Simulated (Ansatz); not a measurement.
Isolated molecules relaxed with PBE0-D4/def2-TZVP in Ansatz; ΔE leaves out vibrations. CBS: MP2 limit from def2 TZ/QZ plus the TZ coupled-cluster correction, frozen cores. DFT in def2-TZVPP. B3LYP here is the variant with VWN-RPA as its local correlation; programs differ in this. For Br, Ga outer-core shells are correlated without core-valence functions, which leaves a few kJ/mol of doubt a bond. Scalar relativity is left out up to krypton. One conformer a species, not always the lowest.

Reaction (redistribution): `OC[SiH](F)S` + `[OH][GaH][Br]` → `OC[SiH2]F` + `[OH][Ga]([SH])[Br]`

```json
{"level": "PBE-D4", "ΔE (kcal/mol)": "0.2", "difference from CCSD(T)/CBS": "2.0"}
{"level": "B3LYP-D4", "ΔE (kcal/mol)": "-1.3", "difference from CCSD(T)/CBS": "0.5"}
{"level": "ωB97X-V", "ΔE (kcal/mol)": "-0.7", "difference from CCSD(T)/CBS": "1.1"}
{"level": "r2SCAN", "ΔE (kcal/mol)": "-0.5", "difference from CCSD(T)/CBS": "1.3"}
{"level": "PBE0", "ΔE (kcal/mol)": "-0.8", "difference from CCSD(T)/CBS": "1.0"}
{"level": "B3LYP", "ΔE (kcal/mol)": "-1.9", "difference from CCSD(T)/CBS": "-0.1"}
{"level": "CCSD/def2-TZVPP", "ΔE (kcal/mol)": "-2.6", "difference from CCSD(T)/CBS": "-0.8"}
{"level": "HF/def2-QZVPP", "ΔE (kcal/mol)": "-4.2", "difference from CCSD(T)/CBS": "-2.4"}
{"level": "MP2/def2-QZVPP", "ΔE (kcal/mol)": "-1.9", "difference from CCSD(T)/CBS": "-0.1"}
{"level": "HF/CBS(def2)", "ΔE (kcal/mol)": "-4.2", "difference from CCSD(T)/CBS": "-2.4"}
{"level": "CCSD(T)/CBS", "ΔE (kcal/mol)": "-1.8", "difference from CCSD(T)/CBS": "0"}
```

Largest T1 diagnostic among the species: 0.012.

In def2-TZVPP, CCSD(T) changes the Hartree–Fock value by +2.1 kcal/mol (the triples alone add +0.3 kcal/mol) and MP2 by +2.1 kcal/mol.
